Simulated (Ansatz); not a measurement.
`[NH2][Al]([F])[Cl]` + H₂S → `[NH2][Al]([SH])[Cl]` + H–F  (ligand exchange at the Al–F bond)

Computed with Ansatz on PBE0-D4/def2-TZVP structures; ΔE is electronic, products minus reactants. CCSD(T)/CBS is the MP2 limit (def2-TZVPP, def2-QZVPP) plus CCSD(T) − MP2 in def2-TZVPP, frozen cores. This one scheme is used for every species. DFT in def2-TZVPP. Each species was taken in one conformer, which may not be the lowest.

```tsv
species	PBE0 energy (Eh)
`[NH2][Al]([F])[Cl]`	-858.29004
H₂S	-399.26243
`[NH2][Al]([SH])[Cl]`	-1157.13345
H–F	-100.39405
```

Question: Work out ΔE.

Answer: ΔE = (-1157.13345) + (-100.39405) − (-858.29004) − (-399.26243) = 0.02497 Eh = +0.68 eV. CCSD(T)/CBS gives +0.72 eV.

Largest T1 diagnostic among the species: 0.010.

Leaving LDA and LC-ωPBE aside and taking each functional with its dispersion term where it has one, the values, not all of them listed here, spread over 0.20 eV, from HSE06-D4 to CAM-B3LYP-D4. At CCSD(T), def2-SVP lies +0.15 eV from the extrapolated value and def2-TZVPP +0.03 eV. In def2-TZVPP, CCSD(T) changes the Hartree–Fock value by −0.14 eV (the triples alone add −0.03 eV) and MP2 by −0.17 eV.
